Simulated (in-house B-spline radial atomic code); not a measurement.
RPA and G0W0 for Hg, [Xe] 4f14 5d10 6s2, as one setting changes: the highest l of the empty states. Start: r2SCAN. A dash marks a level of low quasi-particle weight. Computed with a B-spline radial code for spherical atoms: all electrons, scalar-relativistic (spin-free one-electron X2C), finite nucleus, each spin shell either full or empty, empty states to the listed l with an (l + 1/2)⁻⁴ tail; G0W0 by contour deformation at full frequency.

Without the two-electron picture change, the correlation of inner shells comes somewhat too large for so heavy an element.

| highest l of the empty states | RPA summed (Eh) | RPA extrapolated (Eh) | G0W0 level (eV) |
| --- | --- | --- | --- |
| 5 | -6.1899 | -7.2335 | 6s -10.632 |
| 6 | -6.5705 | -7.2243 | 6s -10.616 |
| 7 | ? | ? | ? |
| 8 | -6.8941 | -7.1722 | 6s -10.604 |
| 9 | -6.9634 | -7.1508 | 6s -10.602 |
| 10 | ? | ? | ? |
| 11 | -7.0339 | -7.1265 | 6s -10.599 |

**Question.** What belongs in the row for 10?

**Answer.** RPA summed (Eh): -7.0063; RPA extrapolated (Eh): -7.1365; G0W0 level (eV): 6s -10.600.

**Question.** What belongs in the row for 7?

**Answer.** RPA summed (Eh): -6.7768; RPA extrapolated (Eh): -7.1984; G0W0 level (eV): 6s -10.609.
